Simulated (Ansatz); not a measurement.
Basis-set series for C2H2FNTe, SMILES `FC1N=C1[TeH]`. The species carries charge 0 and has multiplicity 1. Te takes the def2 core potential. The geometry is a stationary point of PBE0-D4/def2-TZVP.

```
functional       basis  functions  energy (Eh)  HOMO (eV)  LUMO (eV)
   PBE0-D4    def2-SVP         92   -499.53073      -7.10      -1.29
   PBE0-D4  def2-TZVPP        202   -499.81422      -7.20      -1.47
   ωB97M-V    def2-SVP         92   -499.65885      -9.11       0.70
   ωB97M-V  def2-TZVPP        202   -499.95052      -9.26       0.40
```

(1) Give the rows for def2-QZVPP. (Best estimate.)

Answers

(1) Computed: 
| functional | basis | functions | energy (Eh) | HOMO (eV) | LUMO (eV) |
| --- | --- | --- | --- | --- | --- |
| PBE0-D4 | def2-QZVPP | 370 | -499.82834 | -7.23 | -1.52 |
| ωB97M-V | def2-QZVPP | 370 | -499.96403 | -9.29 | 0.30 |

Positive LUMOs are unbound and depend on the basis.
